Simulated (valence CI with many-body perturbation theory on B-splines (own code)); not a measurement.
E1 line list for Ir⁴⁴⁺

Calculated by relativistic CI+MBPT: five valence electrons over a frozen Dirac-Fock core [Ar] 3d10, a basis of 9 s, 9 p, 8 d, 6 f, 3 g, 1 h functions for each j, with the one-electron correlation potential Σ1, the two-electron term Σ2, the three-electron term Σ3, Breit, model QED; selected CI, second order for the rest (own B-spline code, finite nucleus).

The last digits are not significant, and no measured levels were compared; by estimate large intervals hold to a few tenths of a per cent, small ones and those within an open d or f shell to about a per cent. Among the levels kept, up to 310 cm⁻¹ of a level comes from second order outside the variational space, and about a tenth of that is noise between levels of different J, which matters for small intervals.

Lines 51 to 100 of 209 in falling wavelength, among levels below 435.95 eV, chosen from the strongest by gf and those to the six lowest levels. Wavelengths and rates use the calculated energies. Electric multipoles are in the length gauge, E1 and E2 with the static RPA response of the core. Weak lines are less certain than strong ones. Lines between different terms over intervals too small for the method are left out, as are lines whose strength nearly cancels. The highest levels of a list are the least certain.

Levels are named by their leading jj configuration (3d3/2^4 stands for four electrons in 3d with j = 3/2), which in mixed levels can hold well under half, so a name can repeat and another be missing. Letters in brackets count levels of one name in rising energy.

| λ vac (nm) | Upper | Lower | A (s⁻¹) | S (a.u.) |
| --- | --- | --- | --- | --- |
| 11.39 | (4s 4p1/2^2 4p3/2^2) J=1/2 | (4s^2 4p1/2 4p3/2^2) J=1/2 | 3.16e+10 | 4.62e-02 |
| 11.37 | (4s 4p1/2^2 4p3/2 4d5/2) J=3/2 [b] | (4s^2 4p1/2 4p3/2 4d5/2) J=1/2 | 1.41e+10 | 4.10e-02 |
| 11.34 | (4s 4p1/2 4p3/2^3) J=5/2 | (4s^2 4p3/2^3) J=3/2 | 1.68e+10 | 7.24e-02 |
| 11.24 | (4s 4p1/2^2 4p3/2 4d5/2) J=3/2 [b] | (4s^2 4p1/2 4p3/2 4d5/2) J=3/2 [b] | 1.81e+10 | 5.08e-02 |
| 11.23 | (4s^2 4p1/2^2 4f7/2) J=7/2 | (4s^2 4p1/2 4p3/2 4d3/2) J=7/2 | 3.55e+09 | 1.98e-02 |
| 11.19 | (4s 4p1/2^2 4p3/2 4d5/2) J=3/2 [a] | (4s^2 4p1/2 4p3/2 4d5/2) J=5/2 [a] | 2.45e+10 | 6.78e-02 |
| 11.19 | (4s 4p1/2^2 4p3/2^2) J=3/2 | (4s^2 4p1/2 4p3/2^2) J=1/2 | 4.32e+04 | 1.19e-07 |
| 10.96 | (4s 4p1/2^2 4p3/2 4d5/2) J=7/2 [a] | (4s^2 4p1/2 4p3/2 4d5/2) J=9/2 | 1.24e+10 | 6.42e-02 |
| 10.89 | (4s 4p1/2^2 4p3/2 4d5/2) J=3/2 [a] | (4s^2 4p1/2 4p3/2 4d5/2) J=3/2 [a] | 7.71e+09 | 1.97e-02 |
| 10.67 | (4s^2 4p1/2^2 4f7/2) J=7/2 | (4s^2 4p1/2 4p3/2 4d3/2) J=5/2 [a] | 8.45e+08 | 4.05e-03 |
| 10.58 | (4s 4p1/2^2 4p3/2 4d3/2) J=3/2 [b] | (4s^2 4p1/2 4p3/2 4d3/2) J=1/2 [a] | 4.51e+09 | 1.05e-02 |
| 10.55 | (4s 4p1/2^2 4p3/2 4d3/2) J=3/2 [b] | (4s^2 4p1/2 4p3/2 4d3/2) J=3/2 [a] | 2.25e+09 | 5.22e-03 |
| 10.51 | (4s 4p1/2^2 4p3/2 4d3/2) J=3/2 [b] | (4s^2 4p1/2 4p3/2 4d3/2) J=5/2 [a] | 1.89e+10 | 4.34e-02 |
| 10.50 | (4s 4p1/2^2 4p3/2^2) J=3/2 | (4s^2 4p1/2 4p3/2^2) J=5/2 | 3.77e+10 | 8.60e-02 |
| 10.37 | (4s 4p1/2^2 4p3/2 4d5/2) J=7/2 [a] | (4s^2 4p1/2 4p3/2 4d5/2) J=7/2 [a] | 6.31e+09 | 2.77e-02 |
| 10.32 | (4s 4p1/2 4p3/2^3) J=1/2 | (4s^2 4p3/2^3) J=3/2 | 2.76e+10 | 3.00e-02 |
| 10.27 | (4s 4p1/2^2 4p3/2 4d5/2) J=7/2 [b] | (4s^2 4p1/2 4p3/2 4d5/2) J=9/2 | 2.35e+10 | 1.01e-01 |
| 10.26 | (4s 4p1/2 4p3/2^3) J=3/2 [b] | (4s^2 4p3/2^3) J=3/2 | 2.36e+10 | 5.04e-02 |
| 10.17 | (4s 4p1/2^2 4p3/2^2) J=1/2 | (4s^2 4p1/2 4p3/2^2) J=3/2 | 3.48e+07 | 3.62e-05 |
| 10.03 | (4s 4p1/2^2 4p3/2 4d3/2) J=5/2 [b] | (4s^2 4p1/2 4p3/2 4d3/2) J=7/2 | 3.40e+10 | 1.02e-01 |
| 10.01 | (4s 4p1/2^2 4p3/2^2) J=3/2 | (4s^2 4p1/2 4p3/2^2) J=3/2 | 1.30e+10 | 2.57e-02 |
| 9.869 | (4s 4p1/2^2 4p3/2 4d3/2) J=1/2 [b] | (4s^2 4p1/2 4p3/2 4d3/2) J=1/2 [a] | 5.59e+09 | 5.31e-03 |
| 9.850 | (4s 4p1/2^2 4p3/2 4d3/2) J=1/2 [b] | (4s^2 4p1/2 4p3/2 4d3/2) J=3/2 [a] | 2.71e+10 | 2.56e-02 |
| 9.799 | (4s 4p1/2^2 4p3/2 4d5/2) J=3/2 [b] | (4s^2 4p1/2 4p3/2 4d5/2) J=5/2 [a] | 8.16e+09 | 1.52e-02 |
| 9.749 | (4s 4p1/2^2 4p3/2 4d5/2) J=7/2 [b] | (4s^2 4p1/2 4p3/2 4d5/2) J=7/2 [a] | 1.04e+10 | 3.80e-02 |
| 9.610 | (4s 4p1/2^2 4p3/2 4d3/2) J=5/2 [b] | (4s^2 4p1/2 4p3/2 4d3/2) J=3/2 [a] | 3.00e+09 | 7.89e-03 |
| 8.939 | (4s 4p1/2^2 4p3/2 4d5/2) J=7/2 [a] | (4s^2 4p1/2 4p3/2 4d3/2) J=7/2 | 1.16e+09 | 3.27e-03 |
| 8.796 | (4s^2 4p1/2^2 4f5/2) J=5/2 | (4s 4p1/2^2 4p3/2^2) J=3/2 | 4.19e+09 | 8.44e-03 |
| 8.704 | (4s 4p1/2^2 4p3/2 4d5/2) J=3/2 [a] | (4s^2 4p1/2 4p3/2 4d3/2) J=5/2 [a] | 2.15e+09 | 2.79e-03 |
| 8.569 | (4s 4p1/2^2 4p3/2 4d3/2) J=3/2 [a] | (4s 4p1/2^2 4p3/2^2) J=3/2 | 4.71e+09 | 5.86e-03 |
| 8.563 | (4s 4p1/2^2 4p3/2 4d3/2) J=1/2 [a] | (4s 4p1/2^2 4p3/2^2) J=3/2 | 9.05e+09 | 5.61e-03 |
| 8.451 | (4s 4p1/2^2 4p3/2 4d3/2) J=3/2 [a] | (4s 4p1/2^2 4p3/2^2) J=1/2 | 5.50e+09 | 6.55e-03 |
| 8.445 | (4s 4p1/2^2 4p3/2 4d3/2) J=1/2 [a] | (4s 4p1/2^2 4p3/2^2) J=1/2 | 4.68e+09 | 2.78e-03 |
| 8.190 | (4s^2 4p1/2 4p3/2 4d3/2) J=3/2 [a] | (4s^2 4p1/2 4p3/2^2) J=1/2 | 3.01e+09 | 3.27e-03 |
| 8.177 | (4s^2 4p1/2 4p3/2 4d3/2) J=1/2 [a] | (4s^2 4p1/2 4p3/2^2) J=1/2 | 2.57e+09 | 1.38e-03 |
| 7.885 | (4s^2 4p1/2^2 4f5/2) J=5/2 | (4s 4p1/2^2 4p3/2^2) J=5/2 | 2.60e+09 | 3.77e-03 |
| 7.846 | (4s 4p1/2^2 4p3/2 4d3/2) J=3/2 [b] | (4s 4p1/2^2 4p3/2^2) J=3/2 | 1.15e+10 | 1.10e-02 |
| 7.836 | (4s^2 4p1/2 4p3/2 4d3/2) J=5/2 [a] | (4s^2 4p1/2 4p3/2^2) J=5/2 | 8.90e+09 | 1.27e-02 |
| 7.814 | (4s^2 4p1/2 4p3/2 4d3/2) J=3/2 [a] | (4s^2 4p1/2 4p3/2^2) J=5/2 | 9.53e+09 | 8.98e-03 |
| 7.747 | (4s 4p1/2^2 4p3/2 4d3/2) J=3/2 [b] | (4s 4p1/2^2 4p3/2^2) J=1/2 | 2.58e+09 | 2.37e-03 |
| 7.702 | (4s 4p1/2^2 4p3/2 4d3/2) J=3/2 [a] | (4s 4p1/2^2 4p3/2^2) J=5/2 | 2.57e+10 | 2.32e-02 |
| 7.693 | (4s 4p1/2^2 4p3/2 4d3/2) J=5/2 [a] | (4s 4p1/2^2 4p3/2^2) J=5/2 | 1.44e+10 | 1.94e-02 |
| 7.660 | (4s 4p1/2^2 4p3/2 4d3/2) J=7/2 | (4s 4p1/2^2 4p3/2^2) J=5/2 | 1.30e+09 | 2.31e-03 |
| 7.560 | (4s^2 4p1/2 4p3/2 4d3/2) J=5/2 [a] | (4s^2 4p1/2 4p3/2^2) J=3/2 | 1.02e+08 | 1.31e-04 |
| 7.558 | (4s^2 4p1/2 4p3/2 4d3/2) J=7/2 | (4s^2 4p1/2 4p3/2^2) J=5/2 | 7.11e+08 | 1.21e-03 |
| 7.539 | (4s^2 4p1/2 4p3/2 4d3/2) J=3/2 [a] | (4s^2 4p1/2 4p3/2^2) J=3/2 | 5.60e+09 | 4.73e-03 |
| 7.528 | (4s^2 4p1/2^2 4d3/2) J=3/2 | (4s^2 4p1/2^2 4p3/2) J=3/2 | 1.73e+10 | 1.46e-02 |
| 7.528 | (4s^2 4p1/2 4p3/2 4d3/2) J=1/2 [a] | (4s^2 4p1/2 4p3/2^2) J=3/2 | 6.58e+09 | 2.77e-03 |
| 7.451 | (4s 4p1/2^2 4p3/2 4d3/2) J=1/2 [b] | (4s 4p1/2^2 4p3/2^2) J=3/2 | 1.35e+10 | 5.52e-03 |
| 7.361 | (4s 4p1/2^2 4p3/2 4d3/2) J=1/2 [b] | (4s 4p1/2^2 4p3/2^2) J=1/2 | 1.33e+10 | 5.23e-03 |
